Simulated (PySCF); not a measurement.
C4H8N2Si2.
Numbering: `[CH2:1]=[N:2][C@H:3]1[SiH2:4][C@H:5]([C:6]#[N:7])[SiH2:8]1`

Geometry (GFN2-xTB, Å), atoms numbered from 1 in this order:
```xyz
16
C4H8N2Si2 angstrom
C      2.9135   -0.2680   -0.4548
N      1.7175   -0.4743   -0.1349
C      0.7142    0.4945   -0.3683
Si    -0.7727   -0.4162   -1.2117
C     -1.5614   -0.5484    0.5521
C     -2.9171   -0.1697    0.6601
N     -4.0096    0.1744    0.7320
Si    -0.2748    0.6998    1.2846
H      3.2685    0.6548   -0.9286
H      3.6447   -1.0367   -0.2556
H      1.1038    1.4045   -0.8519
H     -1.5235    0.4628   -2.1056
H     -0.4522   -1.7004   -1.8247
H     -1.4441   -1.5475    0.9725
H      0.4080    0.2329    2.4858
H     -0.8224    2.0463    1.4376
```

Definitions: NICS(0) = −σiso at the ring centroid; NICS(1) = −σiso and NICS(1)zz = −σzz at ±1 Å along the ring normal z. Level: GIAO PBE0/pcSseg-1 (PySCF, non-relativistic, gas phase) on the GFN2-xTB geometry, one conformer.

Ring bond lengths (Å), with Mayer bond orders in brackets: C3–Si4 1.937 (0.83), Si4–C5 1.937 (0.81), C5–Si8 1.936 (0.81), Si8–C3 1.937 (0.83).

Problem. Give the NICS values of each ring in ppm.

Solution. 
| ring | type | NICS(0) | NICS(1), two faces | NICS(1)zz, two faces | rms pucker (Å) | centre to ring atoms, mean (Å) |
| --- | --- | --- | --- | --- | --- | --- |
| C3–Si4–C5–Si8 | 4-membered ring with 2 Si; formal bonds all single | 0.3 | -1.0 / 0.7 | 4.2 / 4.4 | 0.10 | 1.37 |

Problem. What can be read from them?

Solution. 
- C3–Si4–C5–Si8: mean NICS(1)zz 4.3 ppm, deshielded. C3, Si4, C5, Si8 have four or more neighbours, and the NICS criterion for π rings isn't applied.

Problem. What are the shieldings of the ring atoms and their hydrogens in the same run (means over atoms taken as equivalent)?

Solution. 
```
   atoms                   environment  σ isotropic (ppm)  principal values of the symmetric part, first atom (ppm)
      C3  sp3 carbon bound to nitrogen              125.2                                       107.1, 117.7, 150.7
Si4 (×2)                  SiH2 silicon              372.5                                       341.8, 360.1, 416.0
      C5   sp3 carbon bound to silicon              191.2                                       173.6, 194.4, 205.7
     H11              methine hydrogen              27.82                                          26.2, 27.1, 30.2
H12 (×2)                 Si–H hydrogen              26.61                                          24.0, 25.0, 30.8
H13 (×2)                 Si–H hydrogen              26.90                                          23.8, 24.6, 32.2
     H14              methine hydrogen              29.37                                          24.6, 28.6, 35.0
```
